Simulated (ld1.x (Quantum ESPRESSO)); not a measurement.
Building the TM potential for sulfur (Wu–Cohen, scalar-relativistic).

- Element: sulfur
- Generator: ld1.x (Quantum ESPRESSO) 7.5
- Type: norm-conserving Troullier–Martins (Kleinman–Bylander form)
- Functional: Wu–Cohen
- Relativity: scalar-relativistic
- Frozen core: [He]
- Valence charge: 14
- Reference configuration: 2s2 2p6 3s2 3p4
- Partial waves: 2p (bound): rc 0.85 bohr; 2s (bound): rc 0.75 bohr
- Local potential: the s channel
- Core correction: Bessel-smoothed model core, default radius (core density twice the valence density)

Occupied shells without a wave of their own: 3p, 3s. They enter only through the test configuration that unscreens the potential, and ld1.x also counts them in the model core charge.

All-electron outer shells of the reference configuration (Wu–Cohen, scalar-relativistic, ld1.x):

```csv
shell,level (eV),outermost node (bohr),outermost maximum (bohr)
1s,-2404.50,–,0.06
2s,-211.39,0.13,0.39
2p,-156.50,–,0.33
3s,-17.21,0.60,1.40
3p,-6.98,0.58,1.61
```

Task: Does the generator finish with these settings?

Result: Yes, a potential is produced.

Task: Estimate the cutoffs (Ry, on a coarse ladder) from which the occupation-weighted sum of valence levels, in a spherical-Bessel basis at the reference potential, stays within 10 and 1 mRy of its value at 400 Ry.

Result: 300 Ry and over 300 Ry.

Task: What does a ghost test show?

Result: No extra level below or beside the all-electron valence levels (p, s, d, f tested).

Task: Which valence shell sets the plane-wave cutoff?

Result: 2p: its level needs over 300 Ry to come within 1 mRy, against 230 Ry for 3p.

Task: Tests: 2s2 2p6 3s2 3p3; 2s2 2p6 3s2 3p2; 2s2 2p6 3s2 3p1; 2s2 2p6 3s1 3p5; 2s2 2p5 3s2 3p4; 2s2 2p6 3s1 3p4; 2s2 2p6 3s2 3p3.5. Which has the largest error in its energy relative to the reference configuration, and how large is it?

Result: 2s2 2p6 3s1 3p4, with -1221 meV (all-electron minus pseudo) on +22.60 eV.

ld1.x takes every shell without a wave as core, so the model core holds the 3p, 3s electrons as well and exchange and correlation see them twice. This cancels in the reference configuration, but the file is broken for other ones, and its errors say nothing about a proper core correction.
